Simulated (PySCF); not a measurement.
# Electric field gradients and quadrupole coupling constants

C6H11Cl3.
Geometry (PBE0-D3(BJ)/def2-SVP, Å), atoms numbered from 1 in this order:
```xyz
20
C6H11Cl3 angstrom
C     -1.6225   -1.0330   -0.8406
C     -0.7609   -0.0281   -0.0645
C     -1.2148    1.3841   -0.4529
C     -0.9838   -0.2408    1.4337
C      0.6942   -0.2920   -0.5310
C      1.9124    0.1520    0.2717
Cl     3.3580   -0.0892   -0.7596
Cl     1.8685    1.8678    0.7500
Cl     2.1443   -0.8358    1.7399
H     -1.4640   -0.9414   -1.9271
H     -2.6910   -0.8579   -0.6427
H     -1.3892   -2.0691   -0.5492
H     -0.6441    2.1608    0.0711
H     -1.1028    1.5520   -1.5360
H     -2.2786    1.5175   -0.2022
H     -2.0511   -0.1005    1.6660
H     -0.6988   -1.2545    1.7504
H     -0.4109    0.4759    2.0390
H      0.8455   -1.3751   -0.6626
H      0.8167    0.1579   -1.5285
```

Field gradients from the PBE0/pcSseg-1 density (PySCF, non-relativistic), principal values in atomic units, ordered |Vxx| ≤ |Vyy| ≤ |Vzz|:

```json
{"atom": "Cl7", "Vxx": "-2.1149", "Vyy": "-2.1784", "Vzz": "4.2933"}
{"atom": "Cl8", "Vxx": "-2.0736", "Vyy": "-2.1835", "Vzz": "4.2571"}
{"atom": "Cl9", "Vxx": "-2.1053", "Vyy": "-2.2002", "Vzz": "4.3055"}
```

Find the asymmetry η = (Vxx − Vyy)/Vzz and the couplings χ = eQV/h (234.96 MHz × Q in barn × V in au), with Q(35Cl) = −0.0817 b.

| atom | environment | nucleus | η | χzz (MHz) | χxx (MHz) | χyy (MHz) |
| --- | --- | --- | --- | --- | --- | --- |
| Cl7 | chlorine of a CCl3 group | 35Cl | 0.01 | -82.42 | 40.60 | 41.82 |
| Cl8 | chlorine of a CCl3 group | 35Cl | 0.03 | -81.72 | 39.81 | 41.92 |
| Cl9 | chlorine of a CCl3 group | 35Cl | 0.02 | -82.65 | 40.41 | 42.24 |

The gradient is axial or nearly so (η below 0.05) at Cl7, Cl8 and Cl9. 

What is Vzz at Cl8 in SI units (1 au = 9.71736 × 10²¹ V/m²)?

4.2571 au = 41.368 × 10²¹ V/m².

And the gradient at the other heavy atoms, for which no coupling is worked out here?

| atom | environment | Vzz (au) | η |
| --- | --- | --- | --- |
| C1 | methyl carbon | 0.051 | 0.17 |
| C2 | quaternary sp3 carbon | 0.092 | 0.17 |
| C3 | methyl carbon | 0.066 | 0.62 |
| C4 | methyl carbon | 0.063 | 0.11 |
| C5 | chain CH2 carbon | 0.186 | 0.25 |
| C6 | CCl3 carbon | -0.387 | 0.01 |

What couplings would deuterons (Q(2H) = 0.00286 b) have in place of the hydrogens, at this geometry?

```tsv
atom	bonded to	bond length (Å)	Vzz (au)	η	χzz (kHz)
H10	C1	1.102	0.2898	0.02	195
H11	C1	1.101	0.2917	0.02	196
H12	C1	1.101	0.2902	0.02	195
H13	C3	1.097	0.2941	0.02	198
H14	C3	1.102	0.2906	0.03	195
H15	C3	1.101	0.2915	0.03	196
H16	C4	1.101	0.2914	0.03	196
H17	C4	1.100	0.2926	0.02	197
H18	C4	1.099	0.2908	0.03	195
H19	C5	1.102	0.2793	0.07	188
H20	C5	1.101	0.2803	0.07	188
```

Isolated species at its PBE0-D3(BJ)/def2-SVP geometry, gas phase. These gradients aren't converged with respect to the basis.
